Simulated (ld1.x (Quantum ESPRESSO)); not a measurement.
# What the settings do to the PAW potential of rhenium

Base potential:

Re (Z = 75), PAW, made with ld1.x (Quantum ESPRESSO) 7.5 (LDA (PZ), scalar-relativistic). Core [Kr] 4d10 4f14 5s2, reference 5p6 5d5 6s1.5 6p0.5. Waves: 6s (bound): rcut 2.60, rcutus 2.85 bohr; 6s channel at 1.6 Ry: rcut 2.60, rcutus 2.85 bohr; 5p (bound): rcut 1.70, rcutus 2.25 bohr; 6p (bound): rcut 1.70, rcutus 2.25 bohr; 5d (bound): rcut 1.25, rcutus 1.50 bohr; 5d channel at 0.25 Ry: rcut 1.25, rcutus 1.50 bohr. Local part: all-electron potential smoothed inside 1.75 bohr (lloc = -2). Core correction: a·sin(br)/r model core, default radius (ld1.x builds one for every PAW set, though the input has nlcc=.false.). Augmentation charge: PSQ, inside the norm-conserving radii.

All-electron outer shells of the reference configuration (LDA (PZ), scalar-relativistic, ld1.x):

| shell | level (eV) | outermost node (bohr) | outermost maximum (bohr) |
| --- | --- | --- | --- |
| 5s | -86.38 | 0.52 | 0.93 |
| 5p | -48.08 | 0.56 | 1.06 |
| 4f | -43.47 | – | 0.41 |
| 6s | -6.76 | 1.24 | 2.54 |
| 5d | -6.37 | 0.62 | 1.43 |
| 6p | -1.90 | 1.48 | 3.56 |

Cutoffs, loose and tight: the cutoffs (Ry, on a coarse ladder) from which the occupation-weighted sum of valence levels, in a spherical-Bessel basis at the reference potential, stays within 10 and 1 mRy of its value at 400 Ry. They do not see the model core or the augmentation charge, which bear on the density cutoff. Test errors are all-electron minus pseudo excitation energies from the reference, over the configurations 5p6 5d5 6s2 6p0; 5p6 5d5 6s1 6p0; 5p6 5d5 6s0 6p0; 5p6 5d5 6s0 6p2; 5p6 5d5 6s1.5 6p0; 5p6 5d5.5 6s1.5 6p0; 5p6 5d3 6s0 6p0 (two spin-polarised tests are not counted in the largest error). A dash means not determined; rows that change the core or the reference have their own tests. The largest error is taken over the tests solved by every variant that gives reliable tests at all: 5p6 5d5 6s0 6p0; 5p6 5d5 6s0 6p2; 5p6 5d5 6s1.5 6p0; 5p6 5d5 6s2 6p0; 5p6 5d5.5 6s1.5 6p0.

Cutoffs are not given where the Bessel-basis levels miss the radial ones by over 6 mRy, ghosts where they miss by over 20 mRy; a channel whose overlap is not positive is not tested.

The default core radius of the base comes out at 0.89 bohr.

A file whose overlap is not positive is unfit for use, and its test errors describe a broken file.

```tsv
change	outcome	bound ghosts	largest test error (meV)
base	generated, overlap not positive	not determined (overlap not positive)	-6.1
core correction a·sin(br)/r model core inside 0.78 bohr	generated, overlap not positive	not determined (overlap not positive)	-8.1
core correction a·sin(br)/r model core inside 1.04 bohr	generated, overlap not positive	not determined (overlap not positive)	-8.1
core correction a·sin(br)/r model core inside 1.32 bohr	generated, overlap not positive	not determined (overlap not positive)	-8.2
core correction a·sin(br)/r model core inside 1.50 bohr	generated, overlap not positive	not determined (overlap not positive)	-8.2
core correction a·sin(br)/r model core inside 1.74 bohr	generated, overlap not positive	not determined (overlap not positive)	-8.2
```
